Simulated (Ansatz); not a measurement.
Consider the formal exchange of groups at the Al–O bond: `[OH][Al]([Cl])[Cl]` + `C=CCC#N` → `N#[C][Al]([Cl])[Cl]` + `C=CCO`.

Gas-phase electronic energies from Ansatz, PBE0-D4/def2-TZVP geometries. CBS: MP2 limit from def2 TZ/QZ plus the TZ coupled-cluster correction, frozen cores. DFT in def2-TZVPP. Each species was taken in one conformer, which may not be the lowest.

```json
{"level": "r2SCAN-D4", "ΔE (eV)": "1.62"}
{"level": "MP2/CBS(def2)", "ΔE (eV)": "1.68"}
```

(1) What does CCSD(T)/CBS give? (An estimate is asked.)

Largest T1 diagnostic among the species: 0.012.

## Answers

(1) The calculation gave: +1.59 eV. The listed levels differ from it by 0.03, 0.09 eV.

From PBE to PBE0 (25 % exact exchange), in def2-TZVPP and without D4, ΔE moves by +0.04 eV.
